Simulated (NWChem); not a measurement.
# C₂H₆FNSi; SMILES N[SiH2]/C=C/F

```xyz
11

N      0.7718    -2.3581     0.2083
Si    -0.4663    -1.1723    -0.0681
C      0.0891     0.5647    -0.4833
C     -0.1722     1.5919     0.3234
F      0.2114     2.8561     0.0573
H      1.2058    -2.8089    -0.5884
H      1.4498    -2.2173     0.9483
H     -1.2903    -1.0492     1.1657
H     -1.2765    -1.7086    -1.1936
H      0.6451     0.7832    -1.3956
H     -0.7138     1.5379     1.2651
```
Atoms are numbered in this order, from 1.

STO-3G and 3-21G are far too small for this property and stand as cheap habits. Geometry: optimised at B3LYP/6-31G* (spherical d).

Problem. Give the principal values of the shielding tensors (ppm) of N1, Si2, C3, C4, F5 from Hartree-Fock/STO-3G, GIAO (NWChem), with their diamagnetic and paramagnetic parts as GIAO splits them.

Solution. 
| atom | σ11 | σ22 | σ33 | isotropic | diamagnetic | paramagnetic |
|---|---|---|---|---|---|---|
| N1 | 312.1 | 323.7 | 424.2 | 353.3 | 313.0 | 40.3 |
| Si2 | 564.6 | 609.4 | 637.5 | 603.9 | 867.2 | -263.4 |
| C3 | 30.8 | 153.9 | 244.9 | 143.2 | 255.0 | -111.8 |
| C4 | 6.2 | 144.8 | 171.8 | 107.6 | 256.9 | -149.3 |
| F5 | 264.8 | 360.7 | 510.3 | 378.6 | 455.4 | -76.8 |
